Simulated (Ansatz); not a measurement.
C$_{2}$HCl$_{2}$, doublet, geometry from GFN2-xTB, atoms displaced at random by about 0.08 Å a coordinate; R2SCAN/STO-3G, gradient (Ansatz, a program for electronic structure).

Here is a job for Ansatz.
Ansatz 0.2 input:
```yaml
crystal:
  periodic: [false, false, false]
  atoms:
    - {symbol: Cl, position_ang: [2.12441883, 0.10446547, -0.02992188]}
    - {symbol: C, position_ang: [0.56127660, -0.26356753, 0.04564027]}
    - {symbol: C, position_ang: [-0.56972794, 0.53204083, -0.09681418]}
    - {symbol: Cl, position_ang: [-2.26863265, -0.02280195, -0.30057717]}
    - {symbol: H, position_ang: [-0.78212029, 1.68163119, 0.18229852]}
basis:
  gaussian:
    orbitals: STO-3G
hamiltonian:
  xc: r2scan
magnetization: {spin_polarized: true, initial_magnetization: 1}
output: {forces: true}
```

It wrote (shortened):

```
Functional definition: r2SCAN
346 factors; integrals over basis functions are off by at most 3.4e-5 eV
mean field evaluation 1: about -26830.7304 eV, gradient 8.2e0 eV
mean field evaluation 2: about -26830.4494 eV, gradient 1.2e1 eV
mean field evaluation 4: about -26831.4452 eV, gradient 2.0e0 eV
mean field evaluation 8: about -26831.4314 eV, gradient 1.4e-1 eV
mean field evaluation 16: about -26831.4333 eV, gradient 8.8e-5 eV
mean field -26831.43331024 eV, -986.0369871527 hartree, gradient 8.8e-5 eV, S^2 0.794536; 0 other end points of the search recorded, 0 dependent functions left out
the calculation of the forces begins
reference -26831.43331429 eV, -986.0369873014 hartree; 24, 23 occupied and 5, 6 virtual orbitals, 346 factors
Total energy: -26831.43331429 eV, -986.0369873014 hartree
Atom 0 at     2.124419     0.104465    -0.029922 Å, force     6.360190     1.422327    -0.003279 eV/Å
Atom 1 at     0.561277    -0.263568     0.045640 Å, force    -8.995133     0.397928    -0.615598 eV/Å
Atom 2 at    -0.569728     0.532041    -0.096814 Å, force     0.935640     1.815382     1.545463 eV/Å
Atom 3 at    -2.268633    -0.022802    -0.300577 Å, force    -0.112696    -1.028251    -0.121798 eV/Å
Atom 4 at    -0.782120     1.681631     0.182299 Å, force     1.811999    -2.607387    -0.804788 eV/Å
Dipole moment:     0.228884     0.174152     0.070515 e Å
```
